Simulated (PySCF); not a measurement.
# Working out the ionisation energy of Tc

Tc [Kr] 4d5 5s2 (6S) → Tc+ [Kr] 4d5 5s1 (7S). All numbers are calculated (PySCF 2.14, the spin-free X2C one-electron Hamiltonian (Gaussian nucleus), in x2c-TZVPPall with one added diffuse shell each of s, p, d, f type (9s7p7d3f1g, 95 functions)). Frozen: [Ar] 3d10. Energies in hartree (1 hartree = 27.21139 eV):

```tsv
part	Tc (lower)	Tc+ (upper)
UHF	-4283.046729	-4282.843096
CCSD correlation	-0.422773	-0.374597
(T)	-0.014747	-0.009426
```

Question: What does Hartree-Fock give?

Answer: (-4282.843096) − (-4283.046729) = 0.203633 hartree = 5.541 eV.

Question: What do CCSD and CCSD(T) give?

Answer: The CCSD correlation energies differ by 0.048176 hartree = 1.311 eV and the triples by 0.005321 hartree = 0.145 eV, so CCSD gives 6.852 eV and CCSD(T) 6.997 eV.

Measured between the centres of the two terms (NIST): 7.119 eV, so CCSD(T) (valence and next inner shell) is off by -0.122 eV.

What remains against the reference includes basis incompleteness, the frozen core and higher excitations.
